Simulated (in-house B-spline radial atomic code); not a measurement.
## How G0W0 and RPA depend on the start: N

Configuration [He] 2s2 2p3, highest spin. Computed with a B-spline radial code for spherical atoms: all electrons, non-relativistic, point nucleus, each spin shell either full or empty, empty states to l = 9 with an (l + 1/2)⁻⁴ tail; G0W0 by contour deformation at full frequency.

| start | mean-field 2p up (eV) | G0W0 (eV) | QP weight | RPA correlation (Eh) |
| --- | --- | --- | --- | --- |
| Hartree-Fock | -15.536 | -15.026 | 0.942 | -0.27437 |
| LDA VWN5 | -8.404 | -13.675 | 0.770 | -0.34016 |
| PBE | -8.304 | -13.530 | 0.757 | -0.33984 |
| PBE0 | -10.216 | -14.206 | 0.861 | -0.31895 |
| r2SCAN | -8.896 | -13.901 | 0.826 | -0.32755 |
| HSE06 | -9.799 | -14.074 | 0.845 | -0.32255 |
| B3LYP (VWN-RPA) | -9.778 | -14.050 | 0.845 | -0.32337 |
| SCAN | -8.908 | -13.872 | 0.826 | -0.3272 |
| TPSS | -8.470 | -13.615 | 0.778 | -0.33342 |
| BHandHLYP | -11.931 | ? | ? | ? |
| CAM-B3LYP | -11.674 | -14.534 | 0.896 | -0.30848 |
| LC-wPBE | -13.250 | -14.804 | 0.920 | -0.29986 |
| wB97X | -12.698 | -14.791 | 0.916 | -0.29875 |
| PBEsol | -8.261 | -13.599 | 0.758 | -0.33957 |
| BLYP | -8.082 | -13.414 | 0.745 | -0.34053 |
| r2SCAN0 | -10.662 | ? | ? | ? |
| LDA exchange-only | -7.518 | -13.482 | 0.689 | -0.34009 |

What G0W0 level, weight and RPA correlation energy follow from the BHandHLYP start?

G0W0 level -14.518 eV, weight 0.902, RPA correlation -0.30235 hartree.

What G0W0 level, weight and RPA correlation energy follow from the r2SCAN0 start?

G0W0 level -14.340 eV, weight 0.882, RPA correlation -0.3119 hartree.

How much of the dependence on the start does G0W0 remove?

The mean-field levels span 8.02 eV and the G0W0 levels 1.61 eV. Against 14.534 eV (NIST, measured) the G0W0 removal energies are off by -1.12 to +0.49 eV.
